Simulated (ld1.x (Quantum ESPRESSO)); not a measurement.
## copper: TM pseudisation with revPBE, scalar-relativistic reference atom.

Input for ld1.x (Quantum ESPRESSO) 7.5:

```
&input
   title='Cu', zed=29., rel=1, dft='REVPBE', iswitch=3,
   config='[Ar] 3d10 4s0.5 4p0',
   nld=3, rlderiv=1.30, eminld=-11.0, emaxld=5.0, deld=0.04
 /
 &inputp
   pseudotype=2, tm=.true., lloc=-1, rcloc=0.80,
   nlcc=.true.,
   file_pseudopw='Cu.UPF', file_wfcaegen='ae.wfc', file_wfcncgen='nc.wfc', file_beta='beta', file_chi='chi'
 /
3
3S  1  0   2.00   0.00  0.90  0.90  0.0
3P  2  1   6.00   0.00  1.20  1.20  0.0
3D  3  2  10.00   0.00  0.95  0.95  0.0
 &test
   configts(1)='3s2 3p6 3d10 4s0.5 4p0'
 /
```

Command:

```bash
ld1.x < Cu.in > Cu.out
```

Output (shortened: banner, matrices, multipoles, cross overlaps and the repeated all-electron block are left out):

```
Program LD1 v.7.5
     --------------------------- All-electron run ----------------------------

     Cu
     scalar relativistic calculation

     atomic number is 29.00
     dft =REVPBE   lsd =0 sic =0 latt =0  beta=0.20 tr2=1.0E-14
     Exchange-correlation= REVPBE
                           (   1   4   4   4   0   0   0)
     mesh =1199 r(mesh) = 100.25372 a.u. xmin = -7.00 dx = 0.01250
     1 Ry =  13.60569312 eV, c = 137.03599908

     n l     nl                  e(Ry)          e(Ha)          e(eV)
     1 0     1S 1( 2.00)      -650.8958      -325.4479     -8855.8888
     2 0     2S 1( 2.00)       -78.3860       -39.1930     -1066.4959
     2 1     2P 1( 6.00)       -67.6777       -33.8389      -920.8021
     3 0     3S 1( 2.00)        -8.7298        -4.3649      -118.7744
     3 1     3P 1( 6.00)        -5.5989        -2.7995       -76.1770
     3 2     3D 1(10.00)        -0.6633        -0.3316        -9.0241
     4 0     4S 1( 0.50)        -0.5849        -0.2925        -7.9583
     4 1     4P 1( 0.00)        -0.2473        -0.1237        -3.3653

     final scf error:  7.1E-15 reached in  28 iterations

     Etot =   -3309.774621 Ry,   -1654.887311 Ha,  -45031.777805 eV

     Ekin =    3359.028943 Ry,    1679.514472 Ha,   45701.916996 eV
     Encl =   -7960.860176 Ry,   -3980.430088 Ha, -108313.020552 eV
     Eh   =    1427.298404 Ry,     713.649202 Ha,   19419.384079 eV
     Exc  =    -135.241793 Ry,     -67.620896 Ha,   -1840.058328 eV

     normalization and overlap integrals

     s(1S/1S) =  1.000000  <r> =   0.0521  <r2> =    0.0037  r(max) =   0.0341
     s(2S/2S) =  1.000000  <r> =   0.2351  <r2> =    0.0652  r(max) =   0.1960
     s(2P/2P) =  1.000000  <r> =   0.2064  <r2> =    0.0523  r(max) =   0.1585
     s(3S/3S) =  1.000000  <r> =   0.7122  <r2> =    0.5868  r(max) =   0.6112
     s(3P/3P) =  1.000000  <r> =   0.7500  <r2> =    0.6660  r(max) =   0.6189
     s(3D/3D) =  1.000000  <r> =   1.0301  <r2> =    1.4922  r(max) =   0.6036
     s(4S/4S) =  1.000000  <r> =   2.7650  <r2> =    8.9436  r(max) =   2.1874
     s(4P/4P) =  1.000000  <r> =   4.0907  <r2> =   19.8964  r(max) =   3.1431

     ------------------------ End of All-electron run ------------------------

     --------------------- Generating NC pseudopotential ---------------------

      Generating local potential from pseudized AE potential:
      Matching radius rcloc =   0.8000

      Local pseudo, rcloc= 0.805 Estimated cut-off energy=    38.30 Ry

      Computing core charge for nlcc:

       r > 0.33 : true rho core
       r < 0.33 : rho core = a sin(br)/r    a=  75.31  b=   7.97

      Integrated core pseudo-charge :   4.77

      Wfc   3S  rcut= 0.889  Using Troullier-Martins method

      Wfc   3P  rcut= 1.200  Using Troullier-Martins method

      Wfc   3D  rcut= 0.959  Using Troullier-Martins method

     ------------------- End of pseudopotential generation -------------------

     Computing logarithmic derivative in   1.30209
     Computing logarithmic derivative in   1.30209
     Computing the partial wave expansion
     R is outside the sphere for l=    0 j= 0.00
     R is outside the sphere for l=    1 j= 0.00
     R is outside the sphere for l=    2 j= 0.00

     ---------------------- Testing the pseudopotential ----------------------

     Cu
     scalar relativistic calculation

     atomic number is 29.00   valence charge is 19.00
     dft =REVPBE   lsd =0 sic =0 latt =0  beta=0.20 tr2=1.0E-14
     mesh =1199 r(mesh) = 100.25372 xmin = -7.00 dx = 0.01250

     n l     nl             e AE (Ry)        e PS (Ry)    De AE-PS (Ry)
     1 0     3S   1( 2.00)       -8.72976       -8.72985        0.00009
     2 1     3P   1( 6.00)       -5.59891       -5.59891        0.00001
     3 2     3D   1(10.00)       -0.66326       -0.66325       -0.00000
     2 0     4S   1( 0.50)       -0.58493       -0.59689        0.01196  !
     3 1     4P   1( 0.00)       -0.24735       -0.24788        0.00053

     eps = 6.4E-15  iter = 15

     Etot =   -3309.774621 Ry,   -1654.887311 Ha,  -45031.777805 eV
     Etotps =  -411.450272 Ry,    -205.725136 Ha,   -5598.066136 eV

     Ekin =     235.613962 Ry,     117.806981 Ha,    3205.691268 eV
     Encl =    -926.890724 Ry,    -463.445362 Ha,  -12610.990751 eV
     Ehrt =     345.693421 Ry,     172.846711 Ha,    4703.398607 eV
     Ecxc =     -58.970309 Ry,     -29.485155 Ha,    -802.331931 eV
     (Ecc =     -18.472682 Ry,      -9.236341 Ha,    -251.333647 eV)
     Epseu=      -6.896623 Ry,      -3.448311 Ha,     -93.833330 eV

     ---------------------- End of pseudopotential test ----------------------
```

ld1.x takes every shell without a wave as core, so the model core holds the 4s electrons as well and exchange and correlation see them twice. This cancels in the reference configuration, but the file is broken for other ones, and its errors say nothing about a proper core correction.

Generation and configuration tests took about 1.2 s on one core of a shared server CPU.

Transferability test of the new file with ld1.x, input:

```
&input
   title='Cu', zed=29., rel=1, dft='REVPBE', iswitch=2,
   config='[Ar] 3d10 4s0.5 4p0'
 /
 &test
   file_pseudo='Cu.UPF', nconf=8,
   configts(1)='3s2 3p6 3d10 4s0.5 4p0',
   configts(2)='3s2 3p6 3d10 4s1 4p0',
   configts(3)='3s2 3p6 3d10 4s0 4p0',
   configts(4)='3s2 3p6 3d9 4s0 4p0',
   configts(5)='3s2 3p6 3d10 4s0 4p1',
   configts(6)='3s1 3p6 3d10 4s1 4p0',
   configts(7)='3s2 3p6 3d9 4s1 4p0',
   configts(8)='3s2 3p6 3d7 4s0 4p0'
 /
```

```bash
ld1.x < Cu.test.in > Cu.test.out
```

Pseudopotential blocks of its output, shortened (energy terms left out):

```
     ---------------------- Testing the pseudopotential ----------------------

     n l     nl             e AE (Ry)        e PS (Ry)    De AE-PS (Ry)
     1 0     3S   1( 2.00)       -8.72976       -8.72985        0.00009
     2 1     3P   1( 6.00)       -5.59891       -5.59891        0.00001
     3 2     3D   1(10.00)       -0.66326       -0.66325       -0.00000
     2 0     4S   1( 0.50)       -0.58493       -0.59689        0.01196  !
     3 1     4P   1( 0.00)       -0.24735       -0.24788        0.00053

     eps = 6.5E-15  iter = 15

     Etot =   -3309.774621 Ry,   -1654.887311 Ha,  -45031.777805 eV
     Etotps =  -411.450272 Ry,    -205.725136 Ha,   -5598.066136 eV

     ---------------------- End of pseudopotential test ----------------------

          ---------------------- Testing the pseudopotential ----------------------

     n l     nl             e AE (Ry)        e PS (Ry)    De AE-PS (Ry)
     1 0     3S   1( 2.00)       -8.43177       -8.42646       -0.00531  !
     2 1     3P   1( 6.00)       -5.29968       -5.29441       -0.00527  !
     3 2     3D   1(10.00)       -0.36432       -0.35884       -0.00548  !
     2 0     4S   1( 1.00)       -0.33129       -0.33639        0.00510  !
     3 1     4P   1( 0.00)       -0.05016       -0.04616       -0.00400

     eps = 3.3E-15  iter = 15

     Etot =   -3310.002596 Ry,   -1655.001298 Ha,  -45034.879561 eV
     Etotps =  -411.682544 Ry,    -205.841272 Ha,   -5601.226352 eV
     dEtot_ae =      -0.227975 Ry
     dEtot_ps =      -0.232272 Ry,   Delta E=       0.004297 Ry

     ---------------------- End of pseudopotential test ----------------------

          ---------------------- Testing the pseudopotential ----------------------

     n l     nl             e AE (Ry)        e PS (Ry)    De AE-PS (Ry)
     1 0     3S   1( 2.00)       -9.06182       -9.06691        0.00508  !
     2 1     3P   1( 6.00)       -5.93222       -5.93709        0.00487
     3 2     3D   1(10.00)       -0.99458       -0.99980        0.00522  !
     2 0     4S   1( 0.00)       -0.86284       -0.87998        0.01714  !
     3 1     4P   1( 0.00)       -0.47822       -0.48343        0.00521  !

     eps = 3.3E-16  iter =  9

     Etot =   -3309.413713 Ry,   -1654.706857 Ha,  -45026.867398 eV
     Etotps =  -411.081916 Ry,    -205.540958 Ha,   -5593.054392 eV
     dEtot_ae =       0.360908 Ry
     dEtot_ps =       0.368356 Ry,   Delta E=      -0.007448 Ry

     ---------------------- End of pseudopotential test ----------------------

          ---------------------- Testing the pseudopotential ----------------------

     n l     nl             e AE (Ry)        e PS (Ry)    De AE-PS (Ry)
     1 0     3S   1( 2.00)      -10.30928      -10.31810        0.00882  !
     2 1     3P   1( 6.00)       -7.16935       -7.17808        0.00873  !
     3 2     3D   1( 9.00)       -2.16838       -2.17679        0.00840  !
     2 0     4S   1( 0.00)       -1.63083       -1.65834        0.02751  !
     3 1     4P   1( 0.00)       -1.12445       -1.13226        0.00781  !

     eps = 8.3E-15  iter =  7

     Etot =   -3307.855172 Ry,   -1653.927586 Ha,  -45005.662360 eV
     Etotps =  -409.516343 Ry,    -204.758172 Ha,   -5571.753698 eV
     dEtot_ae =       1.919450 Ry
     dEtot_ps =       1.933929 Ry,   Delta E=      -0.014479 Ry

     ---------------------- End of pseudopotential test ----------------------

          ---------------------- Testing the pseudopotential ----------------------

     n l     nl             e AE (Ry)        e PS (Ry)    De AE-PS (Ry)
     1 0     3S   1( 2.00)       -8.58989       -8.58838       -0.00151
     2 1     3P   1( 6.00)       -5.45917       -5.45748       -0.00169
     3 2     3D   1(10.00)       -0.52159       -0.51976       -0.00183
     2 0     4S   1( 0.00)       -0.43841       -0.44734        0.00893  !
     3 1     4P   1( 1.00)       -0.12198       -0.11767       -0.00431

     eps = 9.9E-15  iter = 14

     Etot =   -3309.702273 Ry,   -1654.851136 Ha,  -45030.793453 eV
     Etotps =  -411.371031 Ry,    -205.685516 Ha,   -5596.988011 eV
     dEtot_ae =       0.072349 Ry
     dEtot_ps =       0.079241 Ry,   Delta E=      -0.006892 Ry

     ---------------------- End of pseudopotential test ----------------------

          ---------------------- Testing the pseudopotential ----------------------

     n l     nl             e AE (Ry)        e PS (Ry)    De AE-PS (Ry)
     1 0     3S   1( 1.00)       -9.60342       -9.59786       -0.00556  !
     2 1     3P   1( 6.00)       -6.46099       -6.45298       -0.00802  !
     3 2     3D   1(10.00)       -1.45073       -1.44723       -0.00350
     2 0     4S   1( 1.00)       -0.99459       -1.01131        0.01672  !
     3 1     4P   1( 0.00)       -0.55960       -0.55967        0.00007

     eps = 8.3E-15  iter = 11

     Etot =   -3301.017979 Ry,   -1650.508989 Ha,  -44912.637615 eV
     Etotps =  -402.701245 Ry,    -201.350623 Ha,   -5479.029562 eV
     dEtot_ae =       8.756642 Ry
     dEtot_ps =       8.749027 Ry,   Delta E=       0.007616 Ry

     ---------------------- End of pseudopotential test ----------------------

          ---------------------- Testing the pseudopotential ----------------------

     n l     nl             e AE (Ry)        e PS (Ry)    De AE-PS (Ry)
     1 0     3S   1( 2.00)       -9.51054       -9.50670       -0.00384
     2 1     3P   1( 6.00)       -6.36986       -6.36632       -0.00354
     3 2     3D   1( 9.00)       -1.37910       -1.37484       -0.00426
     2 0     4S   1( 1.00)       -0.98851       -1.00513        0.01662  !
     3 1     4P   1( 0.00)       -0.55781       -0.55849        0.00068

     eps = 6.5E-16  iter = 12

     Etot =   -3309.158159 Ry,   -1654.579079 Ha,  -45023.390401 eV
     Etotps =  -410.842677 Ry,    -205.421338 Ha,   -5589.799382 eV
     dEtot_ae =       0.616463 Ry
     dEtot_ps =       0.607595 Ry,   Delta E=       0.008868 Ry

     ---------------------- End of pseudopotential test ----------------------

          ---------------------- Testing the pseudopotential ----------------------

     n l     nl             e AE (Ry)        e PS (Ry)    De AE-PS (Ry)
     1 0     3S   1( 2.00)      -13.50996      -13.52635        0.01639  !
     2 1     3P   1( 6.00)      -10.33371      -10.34926        0.01556  !
     3 2     3D   1( 7.00)       -5.20622       -5.21470        0.00848  !
     2 0     4S   1( 0.00)       -3.53073       -3.59501        0.06428  !
     3 1     4P   1( 0.00)       -2.81880       -2.83712        0.01833  !

     eps = 3.9E-15  iter =  9

     Etot =   -3300.615582 Ry,   -1650.307791 Ha,  -44907.162731 eV
     Etotps =  -402.257351 Ry,    -201.128675 Ha,   -5472.990069 eV
     dEtot_ae =       9.159039 Ry
     dEtot_ps =       9.192921 Ry,   Delta E=      -0.033882 Ry

     ---------------------- End of pseudopotential test ----------------------
```
